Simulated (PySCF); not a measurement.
# Peak assignment

Mapped SMILES: `[CH2:1]=[C:2]([Cl:3])[SiH2:4][O:5][SiH2:6][CH:7]([CH3:8])[CH3:9]`. Each H is labelled by its parent atom. Ha(C1) is cis to Cl3; Hb(C1) is trans to Cl3.

PySCF 2.14.0 with density-fitted response routines calculation with PBE0/pcSseg-1 with gauge-including orbitals and geometry: GFN2-xTB; equivalent nuclei averaged, one computed conformer, no solvent, relativity neglected.

Chemical shifts δ = σref − σ; $^{13}$C and $^{1}$H vs TMS, all at this level.

Question: Assign these signals to the numbered atoms. $^{13}$C{$^{1}$H} NMR (computed): δ 157.2 (C), 135.1 (CH2), 20.5 (CH), 20.0 (CH3).

Answer: 
157.2 → C2, fully substituted alkene carbon: the olefinic region
135.1 → C1, terminal =CH2 carbon: the olefinic region
20.5 → C7, sp3 CH bonded to Si
20.0 → C8/C9, methyl carbon: aliphatic region, no heteroatom directly attached

C7 and C8/C9 lie closer than the usual error of such a calculation, so a measured spectrum could show them in the other order.

Question: Assign these signals to the numbered atoms. $^{1}$H NMR (400 MHz, computed): δ 6.35 (br s, 1H), 6.00 (br s, 1H), 5.20 (s, 2H), 5.18 (d, 2H), 1.21 (d, 6H), 0.67 (m, 1H).

Answer: 
| δ (ppm) | atoms | environment | reason |
| --- | --- | --- | --- |
| 6.35 | Ha(C1) | hydrogen on a terminal =CH2 carbon | attached to an sp2 carbon and in the plane of the double bond |
| 6.00 | Hb(C1) | hydrogen on a terminal =CH2 carbon | – |
| 5.20 | H(Si4) | hydrogen on a silicon bonded to C, O | – |
| 5.18 | H(Si6) | hydrogen on a silicon bonded to C, O | – |
| 1.21 | H(C8)/H(C9) | hydrogen on a methyl carbon | – |
| 0.67 | H(C7) | hydrogen on an sp3 CH bonded to Si | an electropositive neighbour shields it, as in TMS itself |

H(Si4) and H(Si6) lie closer than the usual error of such a calculation, so a measured spectrum could show them in the other order.

Carbons that carry Cl, above all several Cl atoms, come out too deshielded, partly because spin–orbit coupling is missing. Shifts are as computed. Against solution values, carbons near 30 ppm lie about +3 ppm off and those near 130 ppm about +5 ppm; carbons on Cl a further +6 ppm. Of 1309 compounds with measured shifts, 239 miss one by over three times the rms of a fit or turn the order of signals round; such compounds aren't used in these exercises. No couplings were computed; multiplicities are counted from neighbouring protons, with m where these are inequivalent, close in shift, in a saturated or five-membered ring or joined by F or P, and br s for small geminal =CH2 splittings.
